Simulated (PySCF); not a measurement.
Orbital picture of SmO

r²SCAN at R = 1.829 Å; basis Sm x2c-TZVPall, O x2c-TZVPall; spin-free X2C with a Gaussian nucleus; PySCF 2.14. State: septet, about 5.6 electrons in the 4f shell (Mulliken), real f orbitals that mix terms. Only the outer orbitals are listed, counted within each symmetry.

```tsv
spin	orbital	occ.	ε (eV)	on Sm (%)	main shells (%)
α	8π	1	-4.65	88	79 Sm f, 12 O p, 9 Sm d
α	8π	1	-4.65	88	79 Sm f, 12 O p, 9 Sm d
α	3δ	1	-4.59	100	100 Sm f
α	1φ	1	-3.79	99	97 Sm f
α	1φ	1	-3.79	99	97 Sm f
α	15σ	1	-3.21	99	49 Sm s, 39 Sm f, 9 Sm p
α	3δ	0	-2.74	100	100 Sm f
α	16σ	0	-2.73	96	41 Sm f, 36 Sm s, 16 Sm d
α	4δ	0	-1.08	100	100 Sm d
β	15σ	0	-1.74	99	85 Sm s, 10 Sm p
β	8π	0	-0.40	99	78 Sm p, 21 Sm d
β	8π	0	-0.40	99	78 Sm p, 21 Sm d
```

Problem. Which are the highest filled and the lowest empty level, where do they sit, and how wide is the gap?

Solution. Highest filled α 15σ at -3.21 eV (in %: 49 Sm s, 39 Sm f, 9 Sm p); lowest empty α 3δ at -2.74 eV (in %: 100 Sm f); the gap at r²SCAN is 0.47 eV.

| Quantity | Value |
| --- | --- |
| bond order (Mayer) | 2.07 |
| ⟨S²⟩ | 12.050 |
| charge on Sm (Mulliken, basis-dependent) | 0.60 |
| charge on Sm (Löwdin, basis-dependent) | 0.39 |
| dipole moment (positive dipole means Sm(−)O(+)) | -4.00 D |

Spin–orbit coupling is left out. The state is the lowest single determinant that the PBE0 search found; with open d or f shells the true ground state can be another one.
